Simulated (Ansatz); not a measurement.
Geometry optimisation, Ansatz, RKS PBE-D4/STO-3G.

Input file:

```yaml
crystal:
  periodic: [false, false, false]
  atoms:
    - { symbol: C, position_ang: [0.0276, -2.0199, -0.1969] }
    - { symbol: Si, position_ang: [0.8259, -0.3359, -0.2985] }
    - { symbol: C, position_ang: [1.5878, -0.0467, -1.9507] }
    - { symbol: F, position_ang: [0.7534, -0.1621, -2.9168] }
    - { symbol: Si, position_ang: [-0.7016, 1.3469, 0.0341] }
    - { symbol: Si, position_ang: [-1.4738, 1.1172, 2.1985] }
    - { symbol: H, position_ang: [-0.4421, -2.1409, 0.7793] }
    - { symbol: H, position_ang: [-0.7768, -2.0377, -0.964] }
    - { symbol: H, position_ang: [0.6915, -2.7723, -0.3486] }
    - { symbol: H, position_ang: [1.8668, -0.2638, 0.7953] }
    - { symbol: H, position_ang: [2.3934, -0.7833, -2.1212] }
    - { symbol: H, position_ang: [2.0804, 0.957, -2.0074] }
    - { symbol: H, position_ang: [-0.0841, 2.7026, -0.1341] }
    - { symbol: H, position_ang: [-1.8478, 1.2692, -0.9104] }
    - { symbol: H, position_ang: [-2.4865, 2.1268, 2.5278] }
    - { symbol: H, position_ang: [-2.0931, -0.2028, 2.3856] }
    - { symbol: H, position_ang: [-0.3401, 1.2452, 3.1681] }
basis:
  gaussian: { orbitals: STO-3G }
hamiltonian:
  xc: pbe
  dispersion: d4
relax:
  f_tol: 0.015
  max_steps: 40
```

Run as:

```bash
$ ansatz run input.yaml --threads 1 --pin off --max-ram 2048MiB --backend cpu --events-out ev --progress --plain --runs-dir out
```

**Question.** Where does it end, and by what steps?

**Answer.** It converged. The force dipped under the threshold on the way, but the program's further checks kept it going. Limits of this set-up: minimal basis. After 20 steps the energy has fallen by 1.052 eV; F4 moved furthest, 0.28 Å.

```json
{"step": "0", "energy less start (eV)": "0.0000", "largest force component (eV/Å)": "6.451", "accepted": "yes"}
{"step": "1", "energy less start (eV)": "-0.9398", "largest force component (eV/Å)": "1.407", "accepted": "yes"}
{"step": "2", "energy less start (eV)": "-1.0322", "largest force component (eV/Å)": "0.510", "accepted": "yes"}
{"step": "3", "energy less start (eV)": "-1.0475", "largest force component (eV/Å)": "0.208", "accepted": "yes"}
{"step": "4", "energy less start (eV)": "-1.0489", "largest force component (eV/Å)": "0.055", "accepted": "yes"}
{"step": "5", "energy less start (eV)": "-1.0495", "largest force component (eV/Å)": "0.055", "accepted": "yes"}
{"step": "6", "energy less start (eV)": "-1.0504", "largest force component (eV/Å)": "0.077", "accepted": "yes"}
{"step": "7", "energy less start (eV)": "-1.0509", "largest force component (eV/Å)": "0.086", "accepted": "yes"}
{"step": "8", "energy less start (eV)": "-1.0512", "largest force component (eV/Å)": "0.060", "accepted": "yes"}
{"step": "9", "energy less start (eV)": "-1.0510", "largest force component (eV/Å)": "0.037", "accepted": "no"}
{"step": "10", "energy less start (eV)": "-1.0514", "largest force component (eV/Å)": "0.006", "accepted": "yes"}
{"step": "11", "energy less start (eV)": "-1.0514", "largest force component (eV/Å)": "0.045", "accepted": "yes"}
{"step": "12", "energy less start (eV)": "-1.0516", "largest force component (eV/Å)": "0.045", "accepted": "yes"}
{"step": "13", "energy less start (eV)": "-1.0516", "largest force component (eV/Å)": "0.035", "accepted": "yes"}
{"step": "14", "energy less start (eV)": "-1.0518", "largest force component (eV/Å)": "0.017", "accepted": "yes"}
{"step": "15", "energy less start (eV)": "-1.0519", "largest force component (eV/Å)": "0.017", "accepted": "yes"}
{"step": "16", "energy less start (eV)": "-1.0519", "largest force component (eV/Å)": "0.019", "accepted": "yes"}
{"step": "17", "energy less start (eV)": "-1.0520", "largest force component (eV/Å)": "0.018", "accepted": "yes"}
{"step": "18", "energy less start (eV)": "-1.0520", "largest force component (eV/Å)": "0.025", "accepted": "yes"}
{"step": "19", "energy less start (eV)": "-1.0520", "largest force component (eV/Å)": "0.025", "accepted": "no"}
{"step": "20", "energy less start (eV)": "-1.0521", "largest force component (eV/Å)": "0.009", "accepted": "yes"}
```

```xyz
17
Properties=species:S:1:pos:R:3
C 0.073 -1.988 -0.132
Si 0.846 -0.276 -0.298
C 1.580 -0.078 -2.073
F 0.614 -0.005 -3.109
Si -0.646 1.353 0.173
Si -1.591 1.128 2.207
H -0.322 -2.154 0.885
H -0.763 -2.122 -0.839
H 0.813 -2.780 -0.336
H 1.983 -0.201 0.616
H 2.276 -0.941 -2.263
H 2.228 0.842 -2.091
H 0.013 2.650 0.089
H -1.691 1.360 -0.842
H -2.588 2.160 2.454
H -2.250 -0.163 2.337
H -0.594 1.216 3.263
```

Whether the end is a true minimum wasn't checked by a vibrational analysis.

Time of the run: 53 s on 1 thread of Intel(R) Xeon(R) 6975P-C (Granite Rapids), with other jobs on the host, peak memory 0.15 GiB.
